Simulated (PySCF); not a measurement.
C₇H₉Cl₃O.
SMILES with atom numbers: `[Cl:1][C:2]([Cl:3])([Cl:4])[C@@H:5]1[CH2:6][C@H:7]2[CH2:8][CH2:9][C@@H:10]1[O:11]2` (hydrogens: H12 on C5; H13, H14 on C6; H15 on C7; H16, H17 on C8; H18, H19 on C9; H20 on C10)

Computed by this run: PBE0-D3(BJ)/def2-SVP geometry optimisation, gas phase in PySCF; density fitting, grid level 1; the optimiser is geomeTRIC in internal coordinates, started from a GFN2-xTB structure.

Step 0: E = -46979.3741 eV
```
atom  x, y, z in Å  |  force x, y, z in eV/Å
Cl1     2.1771    2.0120    0.9003    0.009   0.100   0.012
C2      2.2287    0.2585    0.6640    0.244  -0.086   0.050
Cl3     3.5406   -0.1183   -0.4847    0.064  -0.063  -0.154
Cl4     2.6373   -0.5064    2.2202   -0.032  -0.111   0.164
C5      0.9171   -0.3021    0.1432   -0.195   0.566   0.094
C6      0.4871    0.3130   -1.2028   -0.383   0.134   0.327
C7     -0.9121    0.8493   -0.8422    0.137  -0.472  -0.005
C8     -1.8748   -0.3451   -0.6915    0.251   0.306   0.212
C9     -1.4428   -0.8949    0.6805    0.216   0.423  -0.111
C10    -0.3003    0.0779    1.0303   -0.073  -0.327  -0.266
O11    -0.7410    1.2987    0.4868   -0.106   0.043  -0.007
H12     1.0365   -1.3853    0.0839    0.144  -0.240   0.045
H13     1.1438    1.1341   -1.4851    0.234   0.231  -0.105
H14     0.4666   -0.4154   -2.0087    0.044  -0.247  -0.313
H15    -1.2681    1.6585   -1.4748   -0.113   0.289  -0.193
H16    -1.7576   -1.0665   -1.4963   -0.027  -0.261  -0.340
H17    -2.9076   -0.0023   -0.6763   -0.359   0.077  -0.031
H18    -1.1122   -1.9301    0.6471    0.088  -0.402   0.044
H19    -2.2427   -0.8051    1.4131   -0.242  -0.016   0.257
H20    -0.0807    0.1802    2.0899    0.097   0.057   0.321
```

Problem. Estimate the geometry and energy of step 1. (The exact step hangs on the optimiser's Hessian estimate; all steps are aligned on step 0, rigid shifts and turns removed.)

Solution. E = -46979.4143 eV, largest force 0.120 eV/Å
```
atom  x, y, z in Å  |  force x, y, z in eV/Å
Cl1     2.2906    1.9886    0.9323   -0.020   0.013   0.003
C2      2.2571    0.2374    0.6720   -0.041  -0.058  -0.014
Cl3     3.5313   -0.2006   -0.5059   -0.021   0.014   0.043
Cl4     2.6133   -0.5822    2.2220    0.009   0.020  -0.039
C5      0.9123   -0.2526    0.1468    0.023  -0.078  -0.009
C6      0.4812    0.3636   -1.2015    0.049  -0.066  -0.072
C7     -0.9396    0.8338   -0.8647   -0.013   0.118  -0.017
C8     -1.8718   -0.3763   -0.6953   -0.052  -0.043  -0.068
C9     -1.4329   -0.8904    0.6946   -0.026  -0.086   0.048
C10    -0.3115    0.1048    1.0272    0.039   0.040   0.081
O11    -0.7915    1.3088    0.4638    0.043   0.023   0.004
H12     1.0314   -1.3460    0.0799   -0.016   0.063  -0.006
H13     1.1209    1.2193   -1.4622   -0.033   0.004   0.021
H14     0.5199   -0.3605   -2.0278    0.015   0.031   0.024
H15    -1.3212    1.6381   -1.5091    0.008  -0.044   0.020
H16    -1.7462   -1.1182   -1.4986   -0.005   0.018   0.026
H17    -2.9245   -0.0581   -0.6941    0.031  -0.004  -0.002
H18    -1.0923   -1.9368    0.6929   -0.007   0.037   0.006
H19    -2.2440   -0.8014    1.4315    0.026   0.008  -0.018
H20    -0.0877    0.2392    2.0932   -0.010  -0.011  -0.030
```

The energy changes by -0.0402 eV. The first-order estimate −F·Δx gives -0.0941 eV and the mean of the old and new forces, exact on a quadratic surface, -0.0413 eV. The step makes an angle of 78° with the force vector and moves no atom by more than 0.120 Å.

What follows is the cost of the whole optimisation. The run took 2.2 min on one thread of an Arm Neoverse V1 (shared host), and the process peaked at 0.97 GiB of memory.
